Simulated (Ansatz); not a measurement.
Program: Ansatz. Geometries: PBE0-D4/def2-TZVP. ΔE: electronic, gas phase. CCSD(T)/CBS is the MP2 limit (def2-TZVPP, def2-QZVPP) plus CCSD(T) − MP2 in def2-TZVPP, frozen cores. This one scheme is used for every species. DFT in def2-TZVPP. B3LYP here is the variant with VWN-RPA as its local correlation; programs differ in this. Each species was taken in one conformer, which may not be the lowest.

`N[SiH2]N[SiH](N)Cl` + silanol → `N[SiH](Cl)O[SiH3]` + `N[SiH2]N`  (ligand exchange at the Si–N bond)

`N[SiH2]N[SiH](N)Cl`:

Z-matrix (Å, degrees):
```
Si
N 1 1.724
N 1 1.727 2 110.2
H 1 1.490 2 104.4 3 123.8
H 1 1.484 2 113.8 3 -116.8
Si 2 1.712 1 127.8 3 55.4
H 2 1.009 1 115.5 3 -118.3
H 3 1.009 1 117.8 2 -154.2
H 3 1.009 1 119.3 2 67.3
N 6 1.691 2 106.4 1 -9.8
Cl 6 2.080 2 106.6 1 -134.5
H 6 1.478 2 115.9 1 111.4
H 10 1.005 6 122.3 2 165.1
H 10 1.010 6 119.7 2 -39.0
```

`O[SiH3]`:

```xyz
6

O    -0.571    0.588   -0.985
Si    0.067   -0.072    0.383
H    -0.247    0.271   -1.828
H    -0.173   -1.540    0.449
H    -0.612    0.600    1.514
H     1.536    0.154    0.468
```

`N[SiH](Cl)O[SiH3]`:

Z-matrix (Å, degrees):
```
Si
Cl 1 2.072
O 1 1.620 2 106.3
N 1 1.692 2 114.5 3 -119.7
H 1 1.474 2 105.7 3 120.2
Si 3 1.643 1 142.5 2 16.8
H 4 1.008 1 120.8 2 71.0
H 4 1.007 1 120.0 2 -76.1
H 6 1.482 3 107.3 1 169.2
H 6 1.485 3 110.5 1 49.6
H 6 1.484 3 110.1 1 -71.6
```

`N[SiH2]N`:

Z-matrix (Å, degrees):
```
Si
N 1 1.711
N 1 1.711 2 108.5
H 1 1.493 2 103.5 3 -125.0
H 1 1.493 2 117.1 3 116.6
H 2 1.006 1 120.5 3 150.7
H 2 1.007 1 121.6 3 -58.1
H 3 1.006 1 120.5 2 150.7
H 3 1.007 1 121.6 2 -58.1
```

| level | ΔE (kJ/mol) | difference from CCSD(T)/CBS |
| --- | --- | --- |
| PBE-D4 | -37.2 | 8.9 |
| PBE0-D4 | -40.4 | 5.7 |
| ωB97M-V | -44.3 | 1.8 |
| B2PLYP | -49.6 | -3.5 |
| PBE | -41.6 | 4.5 |
| B3LYP | -52.5 | -6.4 |
| CCSD/def2-TZVPP | -47.6 | -1.5 |
| CCSD(T)/def2-TZVPP | -44.2 | 1.9 |
| MP2/CBS(def2) | -45.0 | 1.1 |
| CCSD/CBS(def2) | -49.4 | -3.3 |
| CCSD(T)/CBS | -46.1 | 0 |

Largest T1 diagnostic among the species: 0.011.

The D4 term adds +6.8 kJ/mol with B3LYP and +3.9 kJ/mol with PBE0; it sums over pairs of atoms, weighted by their polarisabilities, and B3LYP, whose exchange is more repulsive, gets the larger term. In def2-TZVPP, CCSD(T) changes the Hartree–Fock value by +19.8 kJ/mol (the triples alone add +3.3 kJ/mol) and MP2 by +20.8 kJ/mol.
